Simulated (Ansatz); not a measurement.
Job for Ansatz (a first-principles code): R-CCSD(T)/aug-cc-pV(T+d)Z on BeH2S (SMILES [BeH][SH]), atoms moved off the minimum. Files ending in .json are basis or fitting sets from the Basis Set Exchange.

Ansatz 0.2 input:
```yaml
crystal:
  periodic: [false, false, false]
  atoms:
    - {symbol: Be, position_ang: [-0.85693933, -0.90968970, -1.10617144]}
    - {symbol: H, position_ang: [-1.50587417, -1.04964143, -1.83144813]}
    - {symbol: S, position_ang: [0.24922604, 0.10779883, 0.34174862]}
    - {symbol: H, position_ang: [0.64718863, -0.82390910, 0.93210442]}
basis:
  gaussian:
    orbitals: aug-cc-pV_T+d_Z.json
magnetization: {spin_polarized: false}
correlation: {method: ccsd_t, electrons: outside_noble_gas}
scf: {lower_state_search: off}
output: {forces: true}
```

It printed:

```
WARN ansatz: RAYON_NUM_THREADS=1 ignored (pool sized by the plan → 1); use --threads N
Functional definition: HF
these checks for a lower state are left out or cut short: starts, cluster_reference, orbital_swaps, neighbouring_geometries, increment
integrals: 0.33 GiB planned
848 factors; integrals over basis functions are off by at most 6.4e-4 eV
mean field: 0.27 GiB planned
mean field evaluation 1: about -11245.2532 eV, gradient 1.6e1 eV
mean field evaluation 2: about -11245.2546 eV, gradient 1.6e1 eV
mean field evaluation 4: about -11246.4806 eV, gradient 2.0e0 eV
mean field evaluation 8: about -11246.5030 eV, gradient 1.0e-1 eV
mean field -11246.50308210 eV, -413.3013651137 hartree, gradient 1.4e-6 eV, S^2 0.000000; 0 other end points of the search recorded, 0 dependent functions left out
6 core orbitals not correlated
reference -11246.50308210 eV, -413.3013651137 hartree; 5, 5 occupied and 136, 136 virtual orbitals, 848 factors
too little memory for Intel AMX tiles; the run may be slower
densities: 1.44 GiB planned
second order -6.35830975 eV of doubles, -0.00000000 eV of singles
coupled cluster: 0.82 GiB planned
cycle   1  -6.88118140 eV  change   -5.2e-1 eV  update   5.6e-2
cycle   2  -7.07382549 eV  change   -1.9e-1 eV  update   1.8e-2
cycle   3  -7.09824723 eV  change   -2.4e-2 eV  update   7.7e-3
cycle   4  -7.09574172 eV  change    2.5e-3 eV  update   2.5e-3
cycle   5  -7.09487319 eV  change    8.7e-4 eV  update   9.2e-4
cycle   6  -7.09471840 eV  change    1.5e-4 eV  update   2.9e-4
cycle   7  -7.09472859 eV  change   -1.0e-5 eV  update   8.7e-5
cycle   8  -7.09475209 eV  change   -2.4e-5 eV  update   3.1e-5
cycle   9  -7.09474934 eV  change    2.8e-6 eV  update   1.0e-5
cycle  10  -7.09474602 eV  change    3.3e-6 eV  update   3.9e-6
perturbative correction -0.28910865 eV, -0.0106245469 hartree
the calculation of the forces begins
mean field evaluation 16: about -11246.5031 eV, gradient 1.4e-6 eV
Total energy: -11253.88693677 eV, -413.5727167676 hartree
Atom 0 at    -0.856939    -0.909690    -1.106171 Å, force     8.744363     3.210288    10.195992 eV/Å
Atom 1 at    -1.505874    -1.049641    -1.831448 Å, force    -7.808468    -2.113555    -8.883395 eV/Å
Atom 2 at     0.249226     0.107799     0.341749 Å, force    -3.319596     4.528807    -4.837134 eV/Å
Atom 3 at     0.647189    -0.823909     0.932104 Å, force     2.383701    -5.625541     3.524537 eV/Å
Dipole moment:    -0.047549    -0.375403    -0.101388 e Å
Checks for a lower state left out: starts, cluster_reference, orbital_swaps, neighbouring_geometries, increment
```

The run converged.

Cost: very roughly 40 core-seconds.
